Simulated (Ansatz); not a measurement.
In₁₃Sb₁₄H₃₄⁺, a nanocrystal cut from wurtzite InSb (hydrogen-capped), 61 atoms. Hardware: 10 threads of AMD EPYC 7R13 on a shared host and a whole NVIDIA H100 80GB HBM3.

In the def2 sets In, Sb take a core potential; there is no spin–orbit coupling. Correlated methods freeze 108 core orbitals; core or outer-core shells of Sb, In are correlated, in sets that lack core-valence functions. Single mean-field runs in def2-SVP, def2-TZVP are fitted with def2-universal-jkfit.

How many basis functions does each of these Ansatz runs have, and roughly what does it cost? PBE-D4/def2-SVP, charge 0 doublet at the geometry of the charge 1 singlet, energy, from earlier orbitals; PBE-D4/def2-SVP, charge 1 triplet at the geometry of the charge 1 singlet, energy, from earlier orbitals; PBE0-D4/def2-TZVP, charge 1 singlet, energy, from earlier orbitals; PBE0-D4/def2-SVP, charge 0 doublet at the geometry of the charge 1 singlet, energy; PBE0-D4/def2-SVP, charge 1 triplet at the geometry of the charge 1 singlet, energy; PBE-D4/def2-SVP, charge 2 doublet at the geometry of the charge 1 singlet, energy, from earlier orbitals; PBE0-D4/def2-SVP, charge 1 singlet, energy, from earlier orbitals; PBE0-D4/def2-SVP, charge 2 doublet at the geometry of the charge 1 singlet, energy; r2SCAN-D4/def2-SVP, charge 1 singlet, energy and forces, from earlier orbitals; r2SCAN0-D4/def2-SVP, charge 1 singlet, energy, from earlier orbitals; MP2/def2-SVP, charge 1 singlet, energy, from earlier orbitals; r2SCAN0-D4/def2-SVP, charge 2 doublet at the geometry of the charge 1 singlet, energy, from earlier orbitals.

Other jobs shared the machine, so times can vary by a factor of up to 3.

```
                                                                                                         run  functions  fitting or Cholesky vectors  wall time  peak host memory (GiB)
                              r2SCAN-D4/def2-SVP, charge 1 singlet, energy and forces, from earlier orbitals        872                         6498        8 s                     1.9
                                           PBE0-D4/def2-SVP, charge 1 singlet, energy, from earlier orbitals        872                         6498        9 s                     1.6
    PBE-D4/def2-SVP, charge 0 doublet at the geometry of the charge 1 singlet, energy, from earlier orbitals        872                         6498       10 s                     1.8
                                        r2SCAN0-D4/def2-SVP, charge 1 singlet, energy, from earlier orbitals        872                         6498       10 s                     1.7
                                          PBE0-D4/def2-TZVP, charge 1 singlet, energy, from earlier orbitals       1554                         6498       20 s                     1.9
                                               MP2/def2-SVP, charge 1 singlet, energy, from earlier orbitals        872                        10817       20 s                     2.7
    PBE-D4/def2-SVP, charge 1 triplet at the geometry of the charge 1 singlet, energy, from earlier orbitals        872                         6498       21 s                     1.8
                          PBE0-D4/def2-SVP, charge 0 doublet at the geometry of the charge 1 singlet, energy        872                         6498       23 s                     1.8
    PBE-D4/def2-SVP, charge 2 doublet at the geometry of the charge 1 singlet, energy, from earlier orbitals        872                         6498       23 s                     1.8
                          PBE0-D4/def2-SVP, charge 2 doublet at the geometry of the charge 1 singlet, energy        872                         6498       52 s                     1.8
r2SCAN0-D4/def2-SVP, charge 2 doublet at the geometry of the charge 1 singlet, energy, from earlier orbitals        872                         6498       57 s                     2.4
                          PBE0-D4/def2-SVP, charge 1 triplet at the geometry of the charge 1 singlet, energy        872                         6498       67 s                     1.8
```
